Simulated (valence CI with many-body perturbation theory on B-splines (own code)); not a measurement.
## Energy levels of Cu XXIV

Computed by configuration interaction combined with many-body perturbation theory (CI+MBPT): four valence electrons over a frozen Dirac-Fock core [He], radial functions for each j: 11 s, 11 p, 9 d, 7 f, 5 g, 2 h, 1 i, with the one-electron correlation potential Σ1 (screened to all orders), the two-electron term Σ2, the three-electron term Σ3, Breit, model QED; selected single and double excitations, second order for the rest (own B-spline code, finite nucleus).

No measured spectrum was set against this ion. As an estimate, levels of excited configurations hold to 0.05 to 0.15 % of their energy, terms of the ground configuration to about 0.5 %. Among the levels kept, up to 280 cm⁻¹ of a level comes from second order outside the variational space, and about a tenth of that is noise between levels of different J, which matters for small intervals.

Levels 46 to 90 of 115, with energies above the lowest level, 2s²2p² ³P_0. "Leading %" is the weight of the configuration and term that name the level; weights of strongly mixed levels are sums over their largest components and can fall short. In the jj column 3d3/2^4 stands for four electrons in 3d with j = 3/2.

```
No.  Configuration  Term  J  E (× 10³ cm⁻¹)  Leading %  Second component                   Leading jj      g
 46        2s2p²3p   ⁵D°  0           10602         81  12 % 2s2p²3p ³P°      2s 2p1/2^2 3p1/2 (63 %)       
 47        2s2p²3p   ⁵D°  1           10607         49  14 % 2s2p²3p ³S°      2s 2p1/2^2 3p1/2 (58 %)  1.663
 48        2s²2p3d   ³D°  3           10609         65  26 % 2s²2p3d ³F°      2s^2 2p3/2 3d3/2 (53 %)  1.244
 49        2s²2p3d   ³P°  2           10628         50  40 % 2s²2p3d ³D°      2s^2 2p3/2 3d5/2 (61 %)  1.331
 50        2s²2p3d   ³P°  1           10629         67  22 % 2s²2p3d ³D°      2s^2 2p3/2 3d3/2 (84 %)  1.273
 51        2s²2p3d   ³P°  0           10632         91   6 % 2s2p²3p ⁵D°      2s^2 2p3/2 3d3/2 (91 %)       
 52        2s2p²3s    ³P  2           10658         78    8 % 2s2p²3s ³D     2s 2p1/2 2p3/2 3s (69 %)  1.438
 53        2s2p²3p   ⁵D°  2           10669         63  26 % 2s2p²3p ⁵P°      2s 2p1/2^2 3p3/2 (51 %)  1.591
 54        2s2p²3p   ³S°  1           10685         33  32 % 2s2p²3p ⁵D°  2s 2p1/2 2p3/2 3p1/2 (49 %)  1.613
 55        2s²2p3d   ¹F°  3           10690         79  14 % 2s²2p3d ³D°      2s^2 2p3/2 3d5/2 (56 %)  1.049
 56        2s²2p3d   ¹P°  1           10698         63   9 % 2s²2p3d ³D°      2s^2 2p3/2 3d5/2 (72 %)  1.177
 57        2s2p²3p   ³D°  1           10722         45  34 % 2s2p²3p ⁵P°      2s 2p1/2^2 3p3/2 (40 %)  1.341
 58        2s2p²3p   ⁵P°  2           10737         39  28 % 2s2p²3p ⁵D°  2s 2p1/2 2p3/2 3p1/2 (66 %)  1.601
 59        2s2p²3p   ⁵D°  3           10751         84  14 % 2s2p²3p ⁵P°  2s 2p1/2 2p3/2 3p3/2 (83 %)  1.512
 60        2s2p²3p   ³D°  1           10780         38  34 % 2s2p²3p ⁵P°  2s 2p1/2 2p3/2 3p3/2 (85 %)  1.560
 61        2s2p²3p   ⁵P°  3           10793         55  31 % 2s2p²3p ³D°  2s 2p1/2 2p3/2 3p1/2 (53 %)  1.516
 62        2s2p²3s    ³D  1           10815         90    4 % 2s2p²3s ¹P     2s 2p1/2 2p3/2 3s (83 %)  0.554
 63        2s2p²3p   ³D°  2           10817         70  14 % 2s2p²3p ⁵P°  2s 2p1/2 2p3/2 3p3/2 (80 %)  1.326
 64        2s2p²3p   ⁵D°  4           10823         90   9 % 2s2p²3p ³F°  2s 2p1/2 2p3/2 3p3/2 (64 %)  1.473
 65        2s2p²3s    ³D  2           10830         76   11 % 2s2p²3s ¹D     2s 2p1/2 2p3/2 3s (76 %)  1.184
 66        2s2p²3p   ³P°  0           10854         90   8 % 2s2p²3p ⁵D°  2s 2p1/2 2p3/2 3p3/2 (88 %)       
 67        2s2p²3p   ⁵S°  2           10858         70  14 % 2s2p²3p ⁵P°  2s 2p1/2 2p3/2 3p1/2 (55 %)  1.883
 68        2s2p²3s    ³D  3           10863         88   10 % 2s2p²3s ⁵P         2s 2p3/2^2 3s (63 %)  1.362
 69        2s2p²3d    ⁵F  1           10865         81    8 % 2s2p²3d ⁵D      2s 2p1/2^2 3d3/2 (64 %)  0.195
 70        2s2p²3d    ⁵F  2           10876         63   21 % 2s2p²3d ⁵D      2s 2p1/2^2 3d3/2 (46 %)  1.159
 71        2s2p²3p   ³P°  2           10894         74   9 % 2s2p²3p ³D°  2s 2p1/2 2p3/2 3p3/2 (75 %)  1.457
 72        2s2p²3p   ³P°  1           10897         65  15 % 2s2p²3p ³S°  2s 2p1/2 2p3/2 3p3/2 (59 %)  1.473
 73        2s2p²3p   ³D°  3           10897         60  25 % 2s2p²3p ⁵P°  2s 2p1/2 2p3/2 3p3/2 (45 %)  1.385
 74        2s2p²3d    ⁵F  3           10902         46   33 % 2s2p²3d ⁵D      2s 2p1/2^2 3d5/2 (57 %)  1.383
 75        2s2p²3s    ¹D  2           10924         75   13 % 2s2p²3s ³P         2s 2p3/2^2 3s (59 %)  1.083
 76        2s2p²3s    ³P  1           10934         47   30 % 2s2p²3s ³S     2s 2p1/2 2p3/2 3s (60 %)  1.595
 77        2s2p²3s    ³P  0           10940         79   18 % 2s2p²3s ¹S     2s 2p1/2 2p3/2 3s (67 %)       
 78        2s2p²3d    ⁵F  4           10976         69   28 % 2s2p²3d ⁵D  2s 2p1/2 2p3/2 3d5/2 (88 %)  1.384
 79        2s2p²3d    ³P  2           10978         36   24 % 2s2p²3d ⁵F  2s 2p1/2 2p3/2 3d3/2 (59 %)  1.317
 80        2s2p²3d    ⁵D  0           10982         93    6 % 2s2p²3d ³P  2s 2p1/2 2p3/2 3d3/2 (94 %)       
 81        2s2p²3d    ⁵D  1           10982         73   11 % 2s2p²3d ⁵F  2s 2p1/2 2p3/2 3d3/2 (89 %)  1.384
 82        2s2p²3d    ⁵F  3           10991         47   32 % 2s2p²3d ⁵P  2s 2p1/2 2p3/2 3d3/2 (43 %)  1.411
 83        2s2p²3d    ³F  2           10992         39   24 % 2s2p²3d ⁵D      2s 2p1/2^2 3d5/2 (32 %)  1.106
 84        2s2p²3p   ³F°  2           11026         62  26 % 2s2p²3p ¹D°  2s 2p1/2 2p3/2 3p1/2 (87 %)  0.814
 85        2s2p²3d    ⁵F  5           11041         91    9 % 2s2p²3d ³G  2s 2p1/2 2p3/2 3d5/2 (63 %)  1.379
 86        2s2p²3d    ⁵D  4           11047         56   25 % 2s2p²3d ⁵F  2s 2p1/2 2p3/2 3d5/2 (36 %)  1.406
 87        2s2p²3d    ³F  2           11048         45   33 % 2s2p²3d ³P  2s 2p1/2 2p3/2 3d5/2 (81 %)  1.127
 88        2s2p²3p   ³D°  1           11066         64  19 % 2s2p²3p ¹P°  2s 2p1/2 2p3/2 3p1/2 (77 %)  0.732
 89        2s2p²3d    ⁵P  3           11068         42   32 % 2s2p²3d ³F  2s 2p1/2 2p3/2 3d3/2 (42 %)  1.413
 90        2s2p²3d    ³P  1           11084         64   17 % 2s2p²3d ³D  2s 2p1/2 2p3/2 3d5/2 (73 %)  1.320
```

Names give the largest LS component (configuration and term), which can be under half, so a name can repeat, a term be missing and a line seem to break the LS rules; names also repeat where a configuration has a term twice.
